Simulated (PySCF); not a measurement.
Computed shifts of a molecule CH8O3Si2, PBE0/pcSseg-1 (PySCF), GIAO, gas phase, equivalent atoms averaged, in ppm (number of nuclei): ¹³C: 56.2 (1). ²⁹Si: -7.8 (1), -31.9 (1). ¹H: 5.28 (1), 5.15 (2), 4.10 (3), 2.38 (1), 1.87 (1). References: ¹³C against TMS (σ = 186.3 ppm); ¹⁷O against H2O (σ = 334.2 ppm); ²⁹Si against TMS (σ = 352.7 ppm); ¹H against TMS (σ = 31.56 ppm), references at their B3LYP-D3(BJ)/def2-TZVP geometries, non-relativistic. Coordinates come from a PBE0-D3(BJ)/def2-SVP optimisation. Other conformers were not sampled.

**Question.** Pick the molecule that these values belong to.
(A) O[Si](O)(O)C[SiH3]
(B) O[SiH2]C[SiH](O)O
(C) O[SiH](O)CO[SiH3]
(D) CO[Si@@H](O)[SiH2]O

**Answer.** D, CO[Si@@H](O)[SiH2]O
